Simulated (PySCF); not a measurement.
**Ionisation energy of Mo⁺ by level of theory**

Mo⁺ [Kr] 4d5 (6S) → Mo²⁺ [Kr] 4d4 (5D), as a difference of total energies. All numbers are calculated (PySCF 2.14, scalar relativity by spin-free X2C-1e, in aug-cc-pVTZ-DK (9s8p6d3f2g, 102 functions)). Correlated levels: valence: [Kr] frozen. The calculations carry no spin-orbit coupling.

```json
{"method": "UHF", "ionisation energy (eV)": "15.065"}
{"method": "LDA", "ionisation energy (eV)": "16.708"}
{"method": "PBE", "ionisation energy (eV)": "16.469"}
{"method": "PBE0", "ionisation energy (eV)": "16.311"}
{"method": "r2SCAN", "ionisation energy (eV)": "16.343"}
{"method": "BP86", "ionisation energy (eV)": "16.526"}
{"method": "r2SCANh", "ionisation energy (eV)": "16.306"}
{"method": "wB97M-V", "ionisation energy (eV)": "16.050"}
{"method": "MP2 (valence)", "ionisation energy (eV)": "15.733"}
{"method": "SCS-MP2 (valence)", "ionisation energy (eV)": "15.288"}
```

How much does correlation contribute at MP2 (valence)?

15.733 − (15.065) = 0.668 eV, measured against UHF.

A first-order spin-orbit estimate (lowest level to lowest level, LS coupling) adds -0.143 eV.

Errors of the correlated levels include the incompleteness of this basis and the frozen core.

For comparison: 16.16 ± 0.12 eV (semi-empirical (NIST evaluation); NIST Atomic Spectra Database, ionization energies).
